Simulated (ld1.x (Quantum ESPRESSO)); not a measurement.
Building the TM potential for Cu (Z = 29) (LDA (PZ), fully relativistic).

ld1.x (Quantum ESPRESSO) 7.5 input, shortened:

```
&input
   title='Cu', zed=29., rel=2, dft='PZ', iswitch=3,
   config='[Ar] 3d10 4s1 4p0 4f-2', rel_dist='average'
 /
 &inputp
   pseudotype=2, tm=.true., lloc=1,
   nlcc=.true., rcore=0.45
 /
4
3S  1  0   2.00   0.00  1.10  1.10  0.0
3D  3  2  10.00   0.00  0.90  0.90  0.0
4F  4  3  -2.00   0.25  0.90  0.90  0.0
3P  2  1   6.00   0.00  0.65  0.65  0.0
 &test
   configts(1)='3s2 3p6 3d10 4s1 4p0'
 /
```

Open shells are filled in proportion to 2j + 1 (rel_dist='average').

Occupied shells without a wave of their own: 4s. They enter only through the test configuration that unscreens the potential, and ld1.x also counts them in the model core charge.

What the tests gave:

```
Largest excitation error : -1493 meV (all-electron minus pseudo) for 3s2 3p6 3d8 4s0 4p0, out of 7 test configurations
```

A Bessel basis up to 400 Ry misses an occupied level by 2.09 Ry, so cutoffs and ghosts were not judged. The potential misses its own reference levels by up to 1.7 eV, so it is not fit for use. ld1.x takes every shell without a wave as core, so the model core holds the 4s electrons as well and exchange and correlation see them twice. This cancels in the reference configuration, but the file is broken for other ones, and its errors say nothing about a proper core correction.

Generation and tests took about 1.9 s on one core of a shared server CPU.
